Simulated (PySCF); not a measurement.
[PbS2]-, doublet: molecular constants

Computed with UPBE0 in PySCF with Pb def2-SVPD with ECP60, S def2-SVPD; scalar-relativistic core potentials, no spin–orbit coupling; density-fitted integrals.

The structure is a minimum.

```xyz
3
charge -1 multiplicity 2, angstrom
Pb    0.0000    0.0000   -0.2463
S     2.1998    0.0000    0.8011
S    -2.1998    0.0000    0.8011
```

```
Point group                                                                   : C2v
Bond lengths                                                                  : Pb–S 2.436 Å (×2)
Bond angles                                                                   : S–Pb–S 129.1°
Rotational constants                                                          : 0.3142, 0.05448, 0.04643 cm⁻¹
Enthalpy at 298.15 K above 0 K                                                : 14.00 kJ/mol
Dipole moment about the centre of mass                                        : 4.35 D
Zero-point energy                                                             : 4.3 kJ/mol
Entropy at 298.15 K and 1 bar (electronic part: spin only)                    : 318.7 J/(mol K)
Lowest empty level (β)                                                        : 0.53 eV
Principal quadrupole moments (Buckingham, traceless) about the centre of mass : -29.03, 11.56, 17.48 D Å
Rotational symmetry number                                                    : 2
Heat capacity Cp at 298.15 K                                                  : 55.2 J/(mol K)
Highest occupied level (α)                                                    : -1.80 eV
Spin squared ⟨S²⟩                                                             : 0.762
Principal polarisabilities                                                    : 86.7, 104.9, 211.9 bohr³
```

Harmonic modes (masses in u: Pb 207.977, S 31.972):
```json
{"symmetry": "a1", "ω (cm⁻¹)": "89", "IR (km/mol)": "9.7", "type": "bend"}
{"symmetry": "b2", "ω (cm⁻¹)": "310", "IR (km/mol)": "52.5", "type": "stretch"}
{"symmetry": "a1", "ω (cm⁻¹)": "323", "IR (km/mol)": "11.7", "type": "stretch"}
```

In C2v the vibrations span 2a1 + b2. Here b1 is antisymmetric to the molecular plane and b2 lies in it.

Charges (e); Mulliken and Löwdin values are unreliable with diffuse functions:
```json
{"atom": "Pb1", "Mulliken": "0.92", "Löwdin": "0.29", "polar tensor": "0.39", "spin (Mulliken)": "0.18", "Mayer order to Pb1": "–"}
{"atom": "S2,3", "Mulliken": "-0.96", "Löwdin": "-0.64", "polar tensor": "-0.69", "spin (Mulliken)": "0.41", "Mayer order to Pb1": "1.25"}
```

Mulliken populations on Pb1 (electrons outside its core potential): s 3.60, p 7.38, d 10.10.

Outer orbital energies (eV). α occupied: -13.55, -8.85, -4.30, -3.07, -2.94, -2.25, -2.23, -1.80; empty: 2.07, 3.16, 3.65, 4.30. β occupied: -13.70, -13.00, -8.45, -3.42, -2.80, -2.79, -2.07, -1.84; empty: 0.53, 2.23, 3.39, 3.78.

This need not be the most stable arrangement of these atoms. The lowest empty level of this anion is unbound, so it and the gap depend on the basis. No spin–orbit coupling is included, which matters more the heavier the element.

The final relaxation and frequency run took about 2.2 core-minutes on a shared host.
